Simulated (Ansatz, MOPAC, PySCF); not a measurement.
Dimer: CH4O (SMILES CO) (first 6 atoms) with GeH4 (SMILES [GeH4]); geometry from B3LYP-D3(BJ)/def2-TZVP.
(charge 0, multiplicity 1):
| atom | x (Å) | y (Å) | z (Å) |
|---|---|---|---|
| C | -0.4500 | 0.1717 | 0.4887 |
| O | 0.7908 | 0.2818 | 1.1747 |
| H | -1.2532 | 0.7080 | 1.0051 |
| H | -0.7026 | -0.8870 | 0.4658 |
| H | -0.3814 | 0.5359 | -0.5415 |
| H | 1.0421 | 1.2101 | 1.2146 |
| Ge | 0.0138 | -0.1018 | 4.2512 |
| H | -0.5302 | -1.2962 | 3.4585 |
| H | -0.5792 | 1.2060 | 3.7030 |
| H | 1.5447 | -0.0566 | 4.1873 |
| H | -0.4202 | -0.2431 | 5.7238 |

Counterpoise-corrected where a basis set is named; no monomer relaxation. Rows marked so take none.

Rows in 6-31G* carry no dispersion term and start afresh at each structure (6-31G* with six Cartesian d functions); the Pople sets are all-electron and without relativity. The state that PM3 reach isn't checked.

Codes used: Ansatz (Gaussian basis) for Hartree–Fock, density functionals and correlated methods; MOPAC for PM3 (differences of heats of formation); PySCF for 6-31G* rows. Each number belongs to the level named beside it.

One of these levels gives 3.44 kcal/mol for the interaction energy. Name it.
A. BP86/6-31G* (no counterpoise)
B. HF/6-31G*
C. PM3
D. r2SCAN/def2-TZVPPD

C, PM3. The others give 0.34 (HF/6-31G*), -1.36 (BP86/6-31G* (no counterpoise)), -1.66 (r2SCAN/def2-TZVPPD)

Ansatz is a program for electronic structure.
